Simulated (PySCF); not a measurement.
# What a mistake does to a calculation on C3GeH10

All numbers below are calculated, not measured. They come from PySCF 2.14.0, an open-source quantum chemistry program, on an isolated molecule that a program drew, which may never have been made. The molecule is C3GeH10 (charge 0, singlet), drawn as the SMILES string `C[CH2][GeH2][CH3]`.

Each row is a Hartree-Fock (HF) and frozen-core CCSD(T) single point in the cc-pVDZ basis, meant for a local HF minimum. Run 1 is clean. Each other run has one planted mistake out of seven kinds, and not every kind appears here: one electron removed, one electron added, multiplicity raised by two, geometry at a saddle point, minimal basis STO-3G, one bond length entered in bohr, all coordinates scaled. The reference is restricted for singlets and unrestricted otherwise, and also for a bond in bohr. Adding or removing an electron swaps singlet and doublet. Electrons count all cores. HOMO and LUMO are orbital energies over both spins, the gradient is its largest component, and the lowest frequency (negative if imaginary) is given only where the gradient is small. Bond lengths are over the 13 bonds as drawn. T1 is the CCSD diagnostic: over 0.02 (restricted) or 0.045 (unrestricted) a single reference is doubtful. Germanium has the cc-pVDZ-PP basis, with a core potential (ECP10MDF) in place of its 10 inner electrons, and its 3s, 3p and 3d shells are frozen in CCSD(T).

Geometry of the clean run:
```xyz
14
C3GeH10, angstrom
C    -2.0946   -2.1988   -1.3852
C    -1.3999   -1.0708   -0.6163
Ge   -1.4437    0.6846   -1.5131
C    -0.5039    0.6459   -3.2378
H    -2.0471   -3.1417   -0.8339
H    -3.1502   -1.9736   -1.5588
H    -1.6297   -2.3684   -2.3599
H    -1.8593   -0.9480    0.3690
H    -0.3508   -1.3258   -0.4358
H    -2.9073    1.1063   -1.7420
H    -0.7856    1.7336   -0.5992
H    -0.5200    1.6345   -3.7011
H     0.5377    0.3476   -3.0980
H    -0.9784   -0.0613   -3.9214
```

```
run  electrons  basis functions  <S^2>  HOMO (eV)  LUMO (eV)  gradient (hartree/bohr)  lowest frequency (cm^-1)  mean bond (Å)  longest bond (Å)      T1  HF (hartree)  CCSD(T) (hartree)                 mistake
  1         60              115  0.000     -10.87       4.49                  7.5e-06                        68         1.3301             1.972  0.0078    -412.80710         -413.43351                no fault
  2         60              115  0.000     -11.05       4.88                  9.4e-02                         -         1.2064             1.788  0.0073    -412.67708         -413.28504  all coordinates scaled
  3         61              115  0.754       4.00       8.60                  1.5e-02                         -         1.3301             1.972  0.0206    -412.65055         -413.30626                       ?
  4         60              115  2.010      -2.11      -2.09                  1.7e-01                         -         1.3301             1.972  0.0291    -412.50413         -413.12873                       ?
```

**Which mistake was planted in run 3, and what did it cost?**

It counts 61 electrons, one more than the clean run, at the same geometry and basis. So the mistake is: one electron added. Subtracting run 1 and multiplying by 627.51 kcal/mol a hartree, the energy moved by 98.2 kcal/mol in HF and 79.9 kcal/mol in CCSD(T).

**Which mistake was planted in run 4, and what did it cost?**

Electrons, basis and geometry are unchanged, and <S^2> is 2.010, beside S(S+1) = 2.00 for a multiplicity of 3. So the mistake is: multiplicity raised by two. Subtracting run 1 and multiplying by 627.51 kcal/mol a hartree, the energy moved by 190.1 kcal/mol in HF and 191.3 kcal/mol in CCSD(T).

Cautions from the logs. Run 3: the HOMO is above zero, so the electron isn't bound and the energy depends on the basis.
